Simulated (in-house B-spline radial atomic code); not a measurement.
# wB97X excitations of Ar6+

Method: wB97X. Computed with an all-electron radial atomic-structure program (B-spline basis): linear response of the closed shell [Ne] 3s2 with the functional's adiabatic kernel; non-relativistic, point nucleus, no spin-orbit coupling, no double excitations, S, P, D and F terms only.

Command:
```bash
python run_td.py task.json out
```
Settings (radii: box in bohr, nucleus in fm):
```
Z                        18
electrons                12
configuration            [Ne] 3s2
hamiltonian              nr
method                   wb97x
box_radius               14.35
intervals                51
```

Cost of the run: 0.6 s on 1 thread of Arm Neoverse N1, with other jobs on the host.

The lowest states, in the order of their Tamm-Dancoff energies; the method's threshold (minus the highest occupied level) is 120.31 eV. Labels give the largest channel, * marks a mixed state, and oscillator strengths are full-response dipole values. Semilocal kernels can invert the small singlet-triplet splittings of Rydberg terms. Energies in eV:

```tsv
state	full response	Tamm-Dancoff	oscillator strength
3s → 3p 3P	13.535	13.851	-
3s → 3p 1P	?	?	?
3s → 3d 3D	38.11	38.21	-
3s → 3d 1D	40.90	40.91	-
3s → 4s 3S	63.17	63.19	-
3s → 4s 1S	64.49	64.54	-
3s → 4p 3P	68.86	68.89	-
3s → 4p 1P	69.46	69.51	0.197
3s → 4d 3D	76.76	76.78	-
3s → 4d 1D	?	?	-
```

Problem. Where does 3s → 4d 1D lie?

Solution. At 77.26 eV in full response, 77.28 eV in Tamm-Dancoff.

Problem. Where does 3s → 3p 1P lie?

Solution. At 20.931 eV in full response, 21.661 eV in Tamm-Dancoff, oscillator strength 1.15.

Problem. How large is the singlet-triplet splitting of 3s → 3p (P terms) in Tamm-Dancoff?

Solution. 7.81 eV, from the unrounded values.

Problem. What polarisabilities and dispersion coefficient does the method give?

Solution. Dipole 2.04 bohr³, quadrupole 1.751 bohr⁵, C6 2.581 hartree·bohr⁶ for two such species.
